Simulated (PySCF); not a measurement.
## Static response to an electric field

Compound: C₈H₇N.
SMILES with atom numbers: `[CH2:1]=[C:2]1[CH:3]=[C:4]([CH3:5])[C:6]([C:7]#[N:8])=[CH:9]1` (hydrogens: H10, H11 on C1; H12 on C3; H13, H14, H15 on C5; H16 on C9)

Structure used (GFN2-xTB), in Å, numbered top down from 1:
```
atom  x, y, z in Å
C1     2.7734   -0.1284    0.6780
C2     1.4615   -0.1272    0.4211
C3     0.7455    0.6963   -0.5479
C4    -0.5642    0.3926   -0.5056
C5    -1.6906    0.9527   -1.2924
C6    -0.7480   -0.6596    0.5143
C7    -1.9912   -1.2238    0.8298
N8    -3.0185   -1.6751    1.0737
C9     0.4532   -0.9636    1.0615
H10    3.2018   -0.7824    1.4191
H11    3.4509    0.5242    0.1529
H12    1.2215    1.4222   -1.1796
H13   -2.1876    0.1617   -1.8548
H14   -1.3367    1.7129   -1.9845
H15   -2.4341    1.3927   -0.6266
H16    0.6555   -1.6862    1.8297
```

Level: PBE0/def2-SVPD (PySCF), static field, nuclei fixed, core orbitals frozen in the response. The polarisability tensor in these axes (au):

```
x   157.80  11.48   8.44
y    11.48  75.61 -15.73
z     8.44 -15.73  75.19
```

Problem. Give the principal values, the mean and the anisotropy Δα = √{½[(α1 − α2)² + (α2 − α3)² + (α1 − α3)²]}.

Solution. Principal values 57.69, 91.06 and 159.85 au; mean 102.86 au = 15.24 Å³ = 16.96 × 10⁻⁴⁰ C²·m²/J; Δα = 90.23 au (88 % of the mean).

Problem. What is the dipole moment, and where does it point?

Solution. (4.35, 1.86, -1.00) D, 4.84 D in size, pointing from the negative to the positive side. Measured along this direction, the outermost atoms are N8 at the negative end and H11 at the positive end.

Problem. Find the Langevin capture rate constant for H3+ (3.023 u) meeting this molecule (117.058 u), k = 2.342 × 10⁻⁹ cm³/s × √(α in Å³ / reduced mass in u).

Solution. The reduced mass is 2.95 u, so k = 5.33 × 10⁻⁹ cm³/s. The formula leaves out the permanent dipole, which adds to the capture rate.

Problem. Molar refractivity from α?

Solution. Lorentz–Lorenz: R = (4π/3)N_A α = 2.5225 cm³/(mol·Å³) × 15.24 Å³ = 38.5 cm³/mol, in the limit of long wavelengths.

Problem. Traceless (Buckingham) quadrupole moment about the centre of nuclear charge: eigenvalues?

Solution. -12.79, -1.68, 14.47 D·Å. The values depend on the origin, since the dipole doesn't vanish. The electronic extent ⟨r²⟩ about the same centre is 1224 bohr², a root-mean-square distance of 2.35 Å for the 62 electrons.

Problem. What would n − 1 = 2πNα be for an ideal gas of these molecules at 350 K and 1 atm, electronic part alone?

Solution. N = p/kT = 2.0968 × 10¹⁹ cm⁻³, so n − 1 = 2π × N × 15.24 × 10⁻²⁴ cm³ = 2008 × 10⁻⁶ at long wavelengths, for an ideal gas.

Problem. What depolarisation ratio follows for Rayleigh scattering of linearly polarised light, taking the static tensor?

Solution. ρ = 3Δα²/(45ᾱ² + 4Δα²) = 24424.6/(476153 + 32566.1) = 0.048.

Isolated species at its GFN2-xTB geometry, gas phase.
